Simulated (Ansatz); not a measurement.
Gas-phase electronic energies from Ansatz, PBE0-D4/def2-TZVP geometries. CCSD(T)/CBS is the MP2 limit (def2-TZVPP, def2-QZVPP) plus CCSD(T) − MP2 in def2-TZVPP, frozen cores. This one scheme is used for every species. DFT in def2-TZVPP. No spin–orbit coupling; open shells (•) take unrestricted orbitals. For Ga outer-core shells are correlated without core-valence functions, which leaves a few kJ/mol of doubt a bond. Scalar relativity is left out up to krypton. Each species was taken in one conformer, which may not be the lowest.

Reaction (hydrogen abstraction from a Ga–H bond): `C[O][GaH][O]C` + `[SiH3]`• → `C[O][Ga][O]C`• + SiH₄

(1) Is it downhill or uphill in electronic energy at CCSD(T)/CBS, and by how much? (Best estimate.)

(2) What do these levels give: B97M-V, PBE0-D4, HF/def2-SVP, MP2/def2-SVP, CCSD/def2-TZVPP, HF/CBS(def2)? (Estimate.)

(3) What do rigid-rotor, harmonic-oscillator terms from PBE0-D4/def2-TZVP frequencies (298.15 K, 1 bar) make of the CCSD(T)/CBS value? (An estimate is asked.)

Largest T1 diagnostic among the species: 0.017.

Results:

(1) The calculation gave: Downhill: ΔE = -0.40 eV.

(2) Ansatz gave: B97M-V -0.43, PBE0-D4 -0.46, HF/def2-SVP -0.41, MP2/def2-SVP -0.41, CCSD/def2-TZVPP -0.41, HF/CBS(def2) -0.45 eV.

(3) Ansatz gave: ΔZPE = +0.06 eV, ΔH = -0.34 eV, ΔS = 2 J/(mol·K), ΔG = -0.35 eV. Open shells count their whole term as degenerate. Modes under 50 cm⁻¹ make the entropy rough.

From BLYP to BHLYP (50 % exact exchange), in def2-TZVPP and without D4, ΔE moves by +0.13 eV. Leaving LDA and LC-ωPBE aside and taking each functional with its dispersion term where it has one, the values, not all of them listed here, spread over 0.18 eV, from BLYP-D4 to r2SCAN0-D4. LDA lies +0.05 eV from PBE without D4.
